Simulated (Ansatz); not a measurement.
Cu(PH3)Br (CuPH3Br). Total charge 0; triplet. Geometry PBE0-D4/def2-TZVP, that of the neutral singlet; atoms count from 1.

```
atom   x (Å)   y (Å)   z (Å)
 Cu1  -0.591   1.282  -0.151
  P2   0.311  -0.680   0.080
  H3   0.931  -1.008   1.302
  H4   1.355  -1.059  -0.788
  H5  -0.496  -1.827  -0.056
 Br6  -1.511   3.292  -0.387
```

At PBE0-D4/def2-TZVP a singlet of charge 0 lies 4.89 eV below the triplet at the same geometry.

Question: Estimate the Mulliken populations from the PBE0/def2-TZVP orbitals of Ansatz.

Answer: 
| atom | charge (e) | spin (α − β) | d electrons |
| --- | --- | --- | --- |
| Cu1 | 0.29 | 1.09 | 9.39 |
| P2 | -0.26 | 0.50 | – |
| H3 | 0.02 | 0.16 | – |
| H4 | 0.12 | -0.01 | – |
| H5 | 0.08 | 0.08 | – |
| Br6 | -0.26 | 0.18 | – |
Mulliken values depend strongly on the basis.

Question: Where does the spin sit?

Answer: Summed by element: Cu 1.09, P 0.50, H 0.23, Br 0.18, of 2 unpaired in all. Largest on single atoms: Cu1 1.09, P2 0.50, Br6 0.18.

Question: And the Mayer bond orders between heavy atoms (over 0.3)?

Answer: Cu1–P2 1.19 (2.17 Å); Cu1–Br6 1.08 (2.22 Å).
